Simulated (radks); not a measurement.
Results of a calculation; reference values are marked as such.
Valence configurations of Hf II (all share [Xe]). Code: a radial shooting solver on a logarithmic mesh with Libxc functionals. Model: scalar-relativistic Kohn-Sham, r2SCAN, spin-polarised, spherical densities, finite nucleus; open shells are filled with parallel spins first (spin-orbit coupling, left out, can overturn this in heavy ions); meta-GGA in the generalised Kohn-Sham scheme; Fermi nuclear charge, rms radius 5.347 fm. Energies are relative to 4f14 5d1 6s2; eigenvalues in eV for spin up.

valence,E (eV),moment (Bohr magnetons),e(4f),e(5d),e(6p),e(6s)
4f14 5d2 6s1,-0.085,3,-23.865,-9.913,-,-11.898
4f14 5d1 6s2,0.000,1,-26.523,-10.995,-,-12.199
4f14 5d1 6s1.5 6p0.5,2.106,2,-27.252,-11.702,-7.683,-13.022
4f14 5d0.5 6s2 6p0.5,2.134,1,-28.627,-12.237,-7.798,-13.144
4f14 5d1 6s1 6p1,3.554,3,-27.819,-12.307,-8.226,-13.645
4f14 6s2 6p1,4.452,1,-30.735,-,-8.573,-14.019
4f14 5d1 6p2,8.886,3,-29.240,-13.257,-8.834,-
4f13.5 5d1 6s2 6p0.5,10.991,2,-33.083,-13.321,-7.955,-13.550
4f13.5 5d0.5 6s2 6p1,13.790,2,-35.254,-14.578,-8.745,-14.466
4f13.5 6s2 6p1.5,16.832,2,-37.430,-,-9.446,-15.316

NIST lists [Xe] 4f14 5d1 6s2 as the ground configuration; this level of theory puts 4f14 5d2 6s1 lower, by 0.085 eV. The energies are those of spherical high-spin densities, not of single terms.
